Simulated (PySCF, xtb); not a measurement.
C2H4BFO2, SMILES B(C(=O)C)(F)O.

GFN2-xTB (xtb) at its own geometry gives an orbital gap of 2.65 eV and a dipole moment of 0.70 D.

Geometry optimised at B3LYP-D3(BJ)/def2-SVP. This is a generated structure with no PubChem entry under its InChIKey; it may be hypothetical. Other conformers were not sampled.

### Question
What does r2SCAN/def2-TZVP (PySCF) give? (An estimate is asked for; the answer gives what the named calculation found.)

### Answer
gap 3.36 eV (levels -6.28 and -2.92 eV), dipole 1.53 D.
